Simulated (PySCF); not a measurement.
# Bond lengths and vibrations by method: AlGeH3O

These are calculations, not measurements. The program is PySCF 2.14.0, an open-source quantum chemistry code, run on an isolated molecule that a program drew, which may never have been made. The molecule is AlGeH3O (charge 0, singlet), drawn as the SMILES string `[Al][O][GeH3]`.

The geometry was optimised and harmonic frequencies were computed with HF and MP2, all in the cc-pV(D+d)Z basis, for the commonest isotopes, with a restricted reference for singlets and an unrestricted one otherwise, and a frozen core in MP2. Germanium has the cc-pVDZ-PP basis, with a core potential (ECP10MDF) in place of its 10 inner electrons, and its 3s, 3p and 3d shells are frozen in MP2. Each result is a local minimum of its method.

Geometry at the HF minimum:
```xyz
6
AlGeH3O, angstrom
Al   -0.1108    0.6433   -3.6146
O     0.8043    0.2369   -2.2571
Ge    1.7630   -0.1879   -0.8352
H     3.0896   -0.7879   -1.3054
H     0.9791   -1.2087   -0.0079
H     2.0112    1.0825   -0.0194
```

Lengths of the bonds as drawn, in Å (atoms numbered as above):
| bond | HF | MP2 |
|---|---|---|
| Al1-O2 | 1.687 | 1.709 |
| O2-Ge3 | 1.767 | 1.800 |
| Ge3-H4 | 1.530 | 1.534 |
| Ge3-H5 | 1.530 | 1.534 |
| Ge3-H6 | 1.530 | 1.534 |

Rotational constants, in GHz:
```
constant     HF    MP2
       A  79.41  78.87
       B  1.977  1.916
       C  1.977  1.916
```

Harmonic frequencies in cm^-1, each column in rising order, so a row needn't be the same motion in every method:
```
rank    HF   MP2
   1    95    65
   2    95    65
   3   442   416
   4   708   663
   5   708   663
   6   927   884
   7   956   905
   8   957   905
   9  1071     ?
  10  2229  2197
  11  2229  2197
  12  2255  2204
```

**Estimate the missing MP2 frequency from the HF column.**

A single factor s that minimises the squared misfit of MP2 against s times HF over the other rows is sum(HF x MP2) / sum(HF^2) = 0.9748, with an rms misfit of 24 cm^-1. For rank 9 it gives 0.9748 x 1071 = 1044 cm^-1. The calculation gives 1015 cm^-1, 29 cm^-1 below the estimate. The drawn bonds are on average 0.8 % longer in MP2 than in HF.
